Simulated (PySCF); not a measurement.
Computed with PBE0-D3(BJ)/def2-TZVP // PBE0-D3(BJ)/def2-SVP (PySCF). Isolated molecules, 0 K electronic values unless said otherwise. One relaxed conformer stands for a flexible species; it need not be the lowest. 

Reference species (SMILES): `B[C@@]12CC[C@@H](C1)[C@@H](S)C2` (neutral, multiplicity 1).

The HOMO–LUMO gap is 5.33 eV and the HOMO comes out as -6.68 eV. The S1 oscillator strength is 0.001.

Changed species: `[C@H]12C[C@@H](C[C@H]2B)[C@H](C1)S`.

Task: Predict the effect on the HOMO–LUMO gap, HOMO and S1 oscillator strength.

Result: the HOMO–LUMO gap goes up by 0.13 eV, to 5.46 eV; the HOMO falls by 0.06 eV, to -6.74 eV; the S1 oscillator strength stays essentially unchanged.
